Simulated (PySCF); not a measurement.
C+: ionisation energy

C+ [He] 2s2 2p1 (2P) → C(2+) [He] 2s2 (1S), as a difference of total energies. Calculation: PySCF 2.14, in cc-pVTZ-DK (4s3p2d1f, 30 functions); scalar relativity by spin-free X2C-1e. Correlated levels: valence: 1s2 frozen. The calculations carry no spin-orbit coupling.

```tsv
method	ionisation energy (eV)
UHF	24.142
BP86	24.885
MP2 (valence)	24.352
CCSD (valence)	24.188
CCSD(T) (valence)	24.219
```

Task: Estimate what LDA gives.

Result: 24.744 eV, closest to BP86 among the rows shown.

Task: Estimate what SCS-MP2 (valence) gives.

Result: 24.313 eV, closest to MP2 (valence) among the rows shown.

Errors of the correlated levels include the incompleteness of this basis and the frozen core.

The coupled-cluster amplitudes are large for C(2+) (T1 above 0.03 or a double amplitude above 0.15), so a single reference is strained.

For comparison: 24.378 eV (measured; NIST levels, between the centres of gravity of the two terms).
